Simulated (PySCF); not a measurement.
C2HF4, SMILES F[CH]C(F)(F)F, multiplicity 2. Atoms are numbered in the order given.

```xyz
7

F      1.7860    -0.8823    -0.1271
C      1.0999     0.2330    -0.3193
C     -0.3528     0.1712     0.0120
F     -0.5732     0.0324     1.3361
F     -0.9547    -0.8598    -0.5947
F     -0.9406     1.3102    -0.3800
H      1.6598     1.1702    -0.2640
```
Charge 0, spin multiplicity 2.

Coordinates come from a B3LYP-D3(BJ)/def2-SVP optimisation. The isomer is the one that the SMILES or the coordinates give; other isomers of the formula were not compared.

Two levels are set side by side: PBE/pcH-1 (PySCF) and B3LYP/pcH-1 (PySCF). Contact hyperfine couplings, same geometry. Differences are taken from unrounded values.

```csv
quantity,PBE
"A(iso) of 19F, atom F1 (MHz)",116.2
"A(iso) of 13C, atom C2 (MHz)",150.3
"A(iso) of 13C, atom C3 (MHz)",-23.9
"A(iso) of 19F, atom F4 (MHz)",144.7
"A(iso) of 19F, atom F5 (MHz)",41.1
"A(iso) of 19F, atom F6 (MHz)",-1.3
"A(iso) of 1H, atom H7 (MHz)",-45.8
```

Q: These are the PBE values. What does B3LYP give? (An estimate is asked for; the answer gives what the named calculation found.)

A: 
```csv
quantity,B3LYP,PBE minus B3LYP
"A(iso) of 19F, atom F1 (MHz)",172.3,-56.1
"A(iso) of 13C, atom C2 (MHz)",172.8,-22.5
"A(iso) of 13C, atom C3 (MHz)",-26.3,2.4
"A(iso) of 19F, atom F4 (MHz)",153.6,-8.9
"A(iso) of 19F, atom F5 (MHz)",43.6,-2.5
"A(iso) of 19F, atom F6 (MHz)",-0.1,-1.2
"A(iso) of 1H, atom H7 (MHz)",-50.5,4.7
```

Rough cost on one machine, each run with all the roots and properties that it gave: B3LYP against PBE within a factor of 2.
